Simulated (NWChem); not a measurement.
A series in which one site is exchanged, each optimised at PBE0/def2-SVP with NWChem, gas phase unless a solvent is named. Some are not confirmed as minima by frequencies. def2 effective core potentials on Te, I; no spin-orbit coupling.

A: [GeH3][Te]Br (GeH$_{3}$TeBr; site = Br)
B: Cl[Te][GeH3] (GeH$_{3}$TeCl; site = Cl)
C: F[Te][GeH3] (GeH₃TeF; site = F)
D: [GeH3][Te]I (GeH3TeI; site = I)

```
quantity                                                A     B    C     D
---------------------------------------------------  ----  ----  ---  ----
orbital gap (eV), PBE0/def2-SVP                      3.67  3.84  ___  3.41
vertical ionisation energy, ΔSCF, PBE/def2-SVP (eV)  8.16  8.26  ___  7.97
lowest singlet excitation, PBE0/def2-SVPD, TDA (eV)  2.22  2.31  ___  2.07
```

### Question
What belongs in the gaps?

### Answer

- orbital gap (eV), PBE0/def2-SVP, C: 4.02
- vertical ionisation energy, ΔSCF, PBE/def2-SVP (eV), C: 8.37
- lowest singlet excitation, PBE0/def2-SVPD, TDA (eV), C: 2.42
